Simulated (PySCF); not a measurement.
M06 single point of singlet OsS4 at its PBE0 minimum.

Input, equivalent to the run apart from its starting density:

```python
from pyscf import gto, scf, dft
mol = gto.M(atom='''
Os    -0.128633    -0.128379     0.000000
S      1.611673     0.995403     0.941486
S      0.998585     1.609704    -0.941486
S     -2.040932     0.210591     0.733223
S      0.206558    -2.041344    -0.733223''',
    basis={'Os': 'def2-SVP', 'S': 'def2-SVP'},
    ecp={'Os': 'def2-SVP'},
    charge=0, spin=0)
mf = dft.RKS(mol, xc='M06')
mf.grids.atom_grid = (90, 434)
aux = {'Os': 'def2-universal-JKFIT', 'S': 'def2-universal-JKFIT'}
mf = mf.density_fit(auxbasis=aux)
mf.conv_tol = 1e-08
mf.diis_space = 10
mf.max_cycle = 60
mf.verbose = 4
mf.kernel()
```

Excerpt of the output:

```
init E= -1682.9950462079
  HOMO = -0.254579371934259  LUMO = -0.149064675170022  gap/eV = 2.87120
cycle= 1 E= -1682.99727009796  delta_E= -0.00222  |g|= 0.0341  |ddm|= 0.29
  HOMO = -0.250684563019143  LUMO = -0.143425860526695  gap/eV = 2.91866
cycle= 2 E= -1682.99646381839  delta_E= 0.000806  |g|= 0.0645  |ddm|= 0.119
  HOMO = -0.249349908538813  LUMO = -0.143052370058061  gap/eV = 2.89250
cycle= 3 E= -1682.99736896722  delta_E= -0.000905  |g|= 0.0353  |ddm|= 0.0916
  HOMO = -0.250997695409714  LUMO = -0.145599827823677  gap/eV = 2.86802
cycle= 4 E= -1682.99763121767  delta_E= -0.000262  |g|= 0.00973  |ddm|= 0.0333
  HOMO = -0.251426563197172  LUMO = -0.145297019164915  gap/eV = 2.88793
cycle= 5 E= -1682.99765824083  delta_E= -2.7e-05  |g|= 0.00201  |ddm|= 0.012
  HOMO = -0.251381786766001  LUMO = -0.145270813606856  gap/eV = 2.88743
cycle= 6 E= -1682.99765925978  delta_E= -1.02e-06  |g|= 0.000594  |ddm|= 0.00246
  HOMO = -0.251372687367679  LUMO = -0.145256653591315  gap/eV = 2.88756
cycle= 7 E= -1682.99765934239  delta_E= -8.26e-08  |g|= 0.00013  |ddm|= 0.000888
  HOMO = -0.251378934549217  LUMO = -0.14525440723393  gap/eV = 2.88780
cycle= 8 E= -1682.99765934919  delta_E= -6.8e-09  |g|= 4.96e-05  |ddm|= 0.000214
  HOMO = -0.251383464045846  LUMO = -0.14525173698995  gap/eV = 2.88799
Extra cycle  E= -1682.99765934458  delta_E= 4.61e-09  |g|= 0.000129  |ddm|= 0.000212
converged SCF energy = -1682.99765934458
```

Stability towards spin polarisation was not tested. With an element this heavy the missing spin–orbit coupling can shift these numbers.

This run, together with those of the ionised and electron-attached species (not shown), took 23 s on 2 threads of a shared Intel Xeon 6975P-C (Granite Rapids) host, with 104 basis functions; the process peaked at 1.3 GiB. Launch command: `OMP_NUM_THREADS=2 python axn.py task.json out`.
